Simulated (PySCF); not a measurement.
neopentasilane (H$_{12}$Si$_{5}$), singlet, at a GFN2-xTB geometry; PySCF with BLYP/STO-3G.

Here is a job for PySCF.
```python
from pyscf import gto, scf, dft

mol = gto.Mole()
mol.atom = '''
    Si   -0.39987379   -0.88118962   -2.13497317
    Si    0.00008728    0.00003811   -0.00007686
    Si   -0.01936908    2.34160751   -0.10489889
    Si   -1.67154749   -0.72989766    1.47203667
    Si    2.09073072   -0.73054627    0.76788792
    H    -1.68998104   -0.45654750   -2.68313463
    H    -0.41130091   -2.34577006   -2.14253522
    H     0.61550825   -0.47256910   -3.10822246
    H     0.23433488    2.96233684    1.19721786
    H    -1.30379917    2.87015447   -0.56972258
    H     0.99732510    2.86932833   -1.01760325
    H    -3.00679306   -0.28341603    1.06836245
    H    -1.73661000   -2.19012134    1.56527369
    H    -1.46866158   -0.23902180    2.83697536
    H     2.17817573   -2.19028969    0.84962613
    H     3.18787523   -0.30048259   -0.10188489
    H     2.40353971   -0.22377048    2.10598823
'''
mol.basis = 'sto-3g'
mol.verbose = 4
mol.build()

mf = dft.RKS(mol)
mf.xc = 'blyp'
mf.kernel()
```

### Question
What does PySCF print? Leave out banner, timings and long lists.

### Answer

```
PySCF version 2.14.0

[INPUT] verbose = 4
[INPUT] num. atoms = 17
[INPUT] num. electrons = 82
[INPUT] charge = 0
[INPUT] spin (= nelec alpha-beta = 2S) = 0
[INPUT] symmetry False subgroup None
[INPUT] Mole.unit = angstrom
[INPUT] Symbol           X                Y                Z      unit          X                Y                Z       unit  Magmom
[...]
nuclear repulsion = 496.608174251832
number of shells = 37
number of NR pGTOs = 171
number of NR cGTOs = 57
basis = sto-3g
ecp = {}

******** <class 'pyscf.dft.rks.RKS'> ********
method = RKS
initial guess = minao
damping factor = 0
level_shift factor = 0
DIIS = <class 'pyscf.scf.diis.CDIIS'>
diis_start_cycle = 1
diis_space = 8
diis_damp = 0
SCF conv_tol = 1e-09
SCF conv_tol_grad = None
SCF max_cycles = 50
direct_scf = True
direct_scf_tol = 1e-13
XC library pyscf.dft.libxc version 7.1.2
    S. Lehtola, C. Steigemann, M. J. T. Oliveira, and M. A. L. Marques,  SoftwareX 7, 1–5 (2018)
XC functionals = blyp
    A. D. Becke,  Phys. Rev. A 38, 3098 (1988)
    C. Lee, W. Yang, and R. G. Parr,  Phys. Rev. B 37, 785 (1988)
    B. Miehlich, A. Savin, H. Stoll, and H. Preuss,  Chem. Phys. Lett. 157, 200 (1989)
radial grids:
    Treutler-Ahlrichs [JCP 102, 346 (1995); DOI:10.1063/1.469408] (M4) radial grids

becke partition: Becke, JCP 88, 2547 (1988); DOI:10.1063/1.454033
pruning grids: <function nwchem_prune>
grids dens level: 3
symmetrized grids: False
atomic radii adjust function: <function treutler_atomic_radii_adjust>
small_rho_cutoff = 0
Set gradient conv threshold to 3.16228e-05
Initial guess from minao.
tot grids = 213600
init E= -1436.63591983626
[...]
cycle= 1 E= -1437.70808615542  delta_E= -1.07  |g|= 0.213  |ddm|=  4.3
[...]
cycle= 2 E= -1437.70833026505  delta_E= -0.000244  |g|= 0.198  |ddm|= 0.686
[...]
cycle= 3 E= -1437.72379257031  delta_E= -0.0155  |g|= 0.0202  |ddm|= 0.37
[...]
cycle= 4 E= -1437.72392824609  delta_E= -0.000136  |g|= 0.00858  |ddm|= 0.0534
[...]
cycle= 5 E= -1437.72396180375  delta_E= -3.36e-05  |g|= 6.79e-05  |ddm|= 0.0169
[...]
cycle= 6 E= -1437.72396180627  delta_E= -2.52e-09  |g|= 3.42e-06  |ddm|= 0.000145
[...]
cycle= 7 E= -1437.72396180628  delta_E= -1.09e-11  |g|= 2.11e-07  |ddm|= 6.88e-06
[...]
Extra cycle  E= -1437.72396180627  delta_E= 6.82e-12  |g|= 2.26e-07  |ddm|= 8.72e-07
converged SCF energy = -1437.72396180627
```
